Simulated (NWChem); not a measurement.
**Atomisation of silylphosphine (H₅PSi)**

```xyz
7

Si    -1.0696     0.0961     0.2180
P      1.1216    -0.0780    -0.3405
H     -1.8380    -0.8813    -0.6103
H     -1.5242     1.4789    -0.1182
H     -1.3479    -0.1683     1.6629
H      1.2980    -1.3145     0.3545
H      1.5631     0.7102     0.7671
```
Charge 0, spin multiplicity 1.

Program: NWChem. All single points use one geometry, from PBE0/def2-SVP, a minimum by its harmonic frequencies.

Basis set: def2-TZVP. The atomisation energy is electronic alone: no zero-point, thermal, spin-orbit or counterpoise terms. No value is extrapolated to the basis-set limit. Free atoms are single determinants with multiplicities Si 3, P 4, H 2. Correlated methods freeze the same cores in atoms and molecule, 10 orbitals in all.

Costs are rough ratios of processor time within this set of runs, SCF included, with HF as 1. Costs are the molecule's.

B3LYP has NWChem's definition, with VWN1-RPA local correlation. No SCF solution was tested for a lower state. Open-shell Hartree-Fock references start from PBE0 orbitals; any time given for them includes that run. Coupled-cluster values serve here as a point of comparison, not as the truth.

```csv
method,atomisation energy (kcal/mol),relative cost
CCSD(T),…,20
M06-2X,454.8,under 3
PBE0,…,under 3
PBE,449.1,under 3
BHandHLYP,450.6,under 3
HF,337.1,1
BP86,464.2,under 3
MP2,423.8,under 3
B3LYP,…,under 3
```

Question: What belongs in the gaps?

Answer: 
- CCSD(T), atomisation energy (kcal/mol): 434.6
- PBE0, atomisation energy (kcal/mol): 448.0
- B3LYP, atomisation energy (kcal/mol): 455.1
